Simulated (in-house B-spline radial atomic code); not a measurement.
## Ionising Pd2+ with different functionals

Computed with an all-electron radial atomic-structure program (B-spline basis): non-relativistic Hamiltonian, point nucleus, spin-polarised at highest spin, spherical fractional occupations for the functionals, and exact exchange of hybrids averaged over the configuration. The ionisation energy is the difference of two self-consistent energies, [Kr] 4d8 → [Kr] 4d7, without Breit or QED terms; ε is the level of the shell that loses the electron (its least bound occupied spin orbital). There is no spin-orbit coupling in this Hamiltonian.

```json
{"method": "PBE0", "rung": "global hybrid", "ΔSCF (eV)": "33.54", "-ε(4d) (eV)": "28.81"}
{"method": "B3LYP", "rung": "global hybrid", "ΔSCF (eV)": "33.70", "-ε(4d) (eV)": "28.54"}
{"method": "TPSSh", "rung": "global hybrid", "ΔSCF (eV)": "33.51", "-ε(4d) (eV)": "27.52"}
{"method": "M06-2X", "rung": "global hybrid", "ΔSCF (eV)": "33.58", "-ε(4d) (eV)": "31.21"}
{"method": "BHandHLYP", "rung": "global hybrid", "ΔSCF (eV)": "33.28", "-ε(4d) (eV)": "30.65"}
{"method": "r2SCAN0", "rung": "global hybrid", "ΔSCF (eV)": "33.43", "-ε(4d) (eV)": "28.76"}
{"method": "B97-1", "rung": "global hybrid", "ΔSCF (eV)": "33.62", "-ε(4d) (eV)": "28.51"}
{"method": "HSE06", "rung": "range-separated hybrid", "ΔSCF (eV)": "33.53", "-ε(4d) (eV)": "28.38"}
{"method": "wB97X", "rung": "range-separated hybrid", "ΔSCF (eV)": "33.49", "-ε(4d) (eV)": "31.40"}
{"method": "CAM-B3LYP", "rung": "range-separated hybrid", "ΔSCF (eV)": "33.64", "-ε(4d) (eV)": "30.40"}
{"method": "LC-wPBE", "rung": "range-separated hybrid", "ΔSCF (eV)": "33.56", "-ε(4d) (eV)": "31.72"}
```

(1) Among the functionals, which spreads more, the ΔSCF values or the orbital energies?

(2) How do they compare with the NIST value?

Results:

(1) The orbital energies: ΔSCF values span about 0.42 eV and the orbital energies 4.20 eV; here energy differences depend much less on the functional than eigenvalues do.

(2) NIST lists 32.930 eV (semi-empirical, ground level to ground level). Errors run from +0.35 to +0.77 eV; BHandHLYP is closest (+0.35 eV), but part of that can be cancellation, since the calculations leave out relativity, Breit-QED terms, multiplet and fine-structure energies.
